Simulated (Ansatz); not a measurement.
`FCO[SiH2][SiH3]` + `F[CH](F)[InH2]` → `[SiH3][SiH2][InH2]` + `FCOC(F)F`  (formal exchange of groups at the Si–O bond)

Isolated molecules relaxed with PBE0-D4/def2-TZVP in Ansatz; ΔE leaves out vibrations. CCSD(T)/CBS adds triple-zeta CCSD(T) − MP2 to the extrapolated MP2 energy (def2 sets, frozen cores). Functionals use def2-TZVPP. B3LYP here is the variant with VWN-RPA as its local correlation; programs differ in this. def2 core potentials past Kr. For In outer-core shells are correlated without core-valence functions, which leaves a few kJ/mol of doubt a bond. Each species was taken in one conformer, which may not be the lowest.

**Question.** Is it downhill or uphill in electronic energy at CCSD(T)/CBS, and by how much? (Estimate.)

**Answer.** The calculation gave: Uphill: ΔE = +10.6 kJ/mol.

**Question.** What do these levels give: PBE0-D4, B3LYP-D4, ωB97X-V, ωB97M-V, B2PLYP, PBE, HF/def2-TZVPP, SCS-MP2/def2-TZVPP, CCSD(T)/def2-TZVPP, HF/def2-QZVPP, MP2/def2-QZVPP, MP2/CBS(def2)? (Best estimate.)

**Answer.** Computed: PBE0-D4 -5.9, B3LYP-D4 16.9, ωB97X-V 8.8, ωB97M-V 10.4, B2PLYP 13.6, PBE -0.2, HF/def2-TZVPP 5.1, SCS-MP2/def2-TZVPP 13.2, CCSD(T)/def2-TZVPP 4.5, HF/def2-QZVPP 7.6, MP2/def2-QZVPP 12.1, MP2/CBS(def2) 13.8 kJ/mol.

Largest T1 diagnostic among the species: 0.014.

From PBE to PBE0 (25 % exact exchange), in def2-TZVPP and without D4, ΔE moves by −6.5 kJ/mol.
